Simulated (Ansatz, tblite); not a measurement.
Removing and adding an electron: Si47H50, a nanocrystal cut from cubic silicon. Total charge 0; singlet. Geometry: r2SCAN-D4/def2-SVP. Ansatz, gas phase; energy differences of separate SCF runs; the oxidised species was run as a doublet alone; the reduced species was run as a doublet alone.

Cartesian coordinates in Å:
```
Si 0.351 1.682 5.341
Si -3.531 1.023 3.629
Si 0.837 4.301 2.596
Si -2.624 3.723 1.054
Si -0.978 -1.845 4.231
Si 3.304 1.366 3.025
Si 2.212 -2.165 2.028
Si -4.438 -2.520 2.679
Si -3.689 0.162 -0.015
Si -1.271 -2.769 0.513
Si -0.216 0.774 1.554
Si 0.531 3.433 -1.142
Si 2.936 0.506 -0.681
Si -0.547 -0.110 -2.172
Si 3.999 4.105 0.560
Si 3.610 3.071 -3.565
Si -3.934 -0.626 -3.851
Si -2.964 2.847 -2.661
Si 0.124 2.525 -4.873
Si 1.139 -5.728 1.001
Si -1.501 -3.640 -3.296
Si 1.870 -3.060 -1.696
Si 2.557 -0.449 -4.410
Si 0.072 -0.586 5.920
Si -3.251 -1.231 4.242
Si 1.039 2.012 3.115
Si -2.479 1.430 1.564
Si -1.425 4.945 2.667
Si 1.724 4.697 0.447
Si -1.730 4.096 -1.092
Si -0.050 -1.508 2.091
Si 2.367 -4.453 2.551
Si -1.112 -5.052 1.050
Si 3.582 -0.924 3.481
Si 4.166 1.778 0.874
Si 3.078 -1.785 -0.132
Si -3.533 -2.119 0.547
Si -2.805 0.550 -2.156
Si -0.388 -2.397 -1.636
Si -3.714 -2.967 -3.730
Si 0.673 1.148 -0.601
Si 1.378 3.774 -3.315
Si 3.779 0.834 -2.857
Si 0.308 0.239 -4.336
Si -2.115 3.242 -4.818
Si 2.032 -5.341 -1.140
Si 2.761 -2.720 -3.846
H -0.923 2.420 5.605
H 1.409 2.276 6.223
H -3.029 1.944 4.695
H -4.995 1.292 3.442
H 1.626 5.096 3.598
H -4.071 4.127 1.064
H -0.883 -3.302 4.583
H 4.058 2.197 4.024
H -5.887 -2.137 2.690
H -4.332 -3.978 3.007
H -5.124 0.607 0.028
H 4.586 4.763 1.774
H 4.763 4.581 -0.633
H 4.570 3.964 -2.847
H 3.943 3.120 -5.027
H -5.385 -0.250 -3.842
H -3.359 -0.184 -5.163
H -4.409 3.251 -2.586
H 0.707 2.756 -6.238
H 1.245 -7.187 1.343
H -1.471 -5.097 -2.944
H -0.720 -3.464 -4.564
H 3.110 -0.189 -5.783
H -0.787 -0.662 7.147
H 1.403 -1.178 6.262
H -3.796 -1.453 5.624
H -1.997 4.701 4.030
H -1.530 6.411 2.370
H 1.580 6.153 0.109
H -1.808 5.557 -1.433
H 1.848 -4.679 3.940
H 3.808 -4.866 2.518
H -1.686 -5.285 2.415
H -1.917 -5.847 0.066
H 3.312 -1.252 4.916
H 5.003 -1.301 3.182
H 5.603 1.345 0.824
H 4.520 -2.209 -0.150
H -4.275 -2.943 -0.463
H -4.635 -3.515 -2.687
H -4.127 -3.548 -5.050
H 1.253 5.233 -3.651
H 5.215 0.391 -2.878
H -0.502 -0.574 -5.306
H -2.167 4.711 -5.115
H -2.930 2.526 -5.851
H 3.475 -5.746 -1.166
H 1.301 -6.156 -2.164
H 4.212 -3.101 -3.828
H 2.063 -3.593 -4.843
```

The xTB rows come from tblite. Single mean-field runs in def2-SVP are fitted with def2-universal-jkfit. HOMO above LUMO, or a gap near zero within one spin, warns that the state may not be the lowest or that an electron is smeared out.

Question: Estimate orbital energies and vertical ionisation energies and electron affinities at: GFN1-xTB; GFN2-xTB; LDA (SPW92)/def2-SVP; PBE-D4/def2-SVP; PBE0-D4/def2-SVP.

Answer: 
| level | −HOMO (eV) | vertical IE (eV) | −LUMO (eV) | vertical EA (eV) | HOMO–LUMO gap (eV) | IE − EA (eV) | remarks |
| --- | --- | --- | --- | --- | --- | --- | --- |
| GFN1-xTB | 11.31 | 12.27 | 9.00 | 7.94 | 2.32 | 4.33 | – |
| GFN2-xTB | 8.57 | 9.59 | 6.09 | 5.00 | 2.48 | 4.59 | – |
| LDA (SPW92)/def2-SVP | 5.84 | 6.99 | 2.68 | 1.55 | 3.16 | 5.44 | gap within one spin near zero (+1 doublet), gap within one spin near zero (-1 doublet) |
| PBE-D4/def2-SVP | 5.81 | 7.04 | 2.55 | 1.53 | 3.25 | 5.51 | gap within one spin near zero (+1 doublet), gap within one spin near zero (-1 doublet) |
| PBE0-D4/def2-SVP | 6.71 | 7.56 | 1.96 | 1.31 | 4.74 | 6.25 | – |

   Raw xTB energy differences between charge states are shifted by several eV; the methods need an empirical correction for them. Sets without diffuse functions give affinities that are too small.
